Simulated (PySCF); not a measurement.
Energy of Pb⁺ (lead, charge +1) between two integer charges

The 6p alpha orbital of [Xe] 4f14 5d10 6s2 6p1 is emptied in steps (occupation f), with all orbitals relaxed, ending at [Xe] 4f14 5d10 6s2. All numbers are calculated (PySCF 2.14, scalar relativity through the core potential, in aug-cc-pVTZ-PP with ECP60MDF (6s5p4d2f, 55 functions)). The exact energy is a straight line in f; departures are measured from the line between the end points of the same method.

| f | UHF (eV) | LDA (eV) | PBE (eV) | PBE0 (eV) | r2SCAN (eV) | LC-wPBE (eV) | BHandHLYP (eV) | wB97X (eV) | TPSS (eV) | MN15 (eV) |
| --- | --- | --- | --- | --- | --- | --- | --- | --- | --- | --- |
| 1 | 0.000 | 0.000 | 0.000 | 0.000 | 0.000 | 0.000 | 0.000 | 0.000 | 0.000 | 0.000 |
| 0.75 | 0.048 | -0.679 | -0.658 | -0.479 | -0.612 | -0.025 | -0.330 | -0.093 | -0.634 | -0.381 |
| 0.5 | 0.063 | -0.907 | -0.878 | -0.637 | -0.801 | -0.028 | -0.440 | -0.126 | -0.843 | -0.499 |
| 0.25 | 0.046 | -0.680 | -0.659 | -0.475 | -0.581 | -0.017 | -0.331 | -0.094 | -0.630 | -0.365 |
| 0 | 0.000 | 0.000 | 0.000 | 0.000 | 0.000 | 0.000 | 0.000 | 0.000 | 0.000 | 0.000 |

For MN15, how does the orbital energy at f = 1 compare with the removal energy?

−ε = 11.744 eV against a total-energy difference of 13.798 eV. By Janak's theorem ε = ∂E/∂f, so the gap between them reflects the curvature. Along the path −ε is 12.805 (f = 0.75), 13.836 (f = 0.5), 14.825 (f = 0.25) eV.

```csv
method,E(f=0) − E(f=1) (eV),−ε at f=1 (eV),−ε at f=0.5 (eV)
UHF,13.200,13.458,13.196
LDA,13.916,10.312,13.912
PBE,13.704,10.205,13.702
PBE0,13.732,11.170,13.743
r2SCAN,13.802,10.508,13.878
LC-wPBE,13.830,13.678,13.853
BHandHLYP,13.710,11.954,13.707
wB97X,13.569,13.083,13.564
TPSS,13.616,10.231,13.629
MN15,13.798,11.744,13.836
```

Reference removal energy between the ground levels: 15.032 eV (measured; NIST Atomic Spectra Database, ionization energies). The calculation has no spin-orbit coupling. UHF lacks correlation.
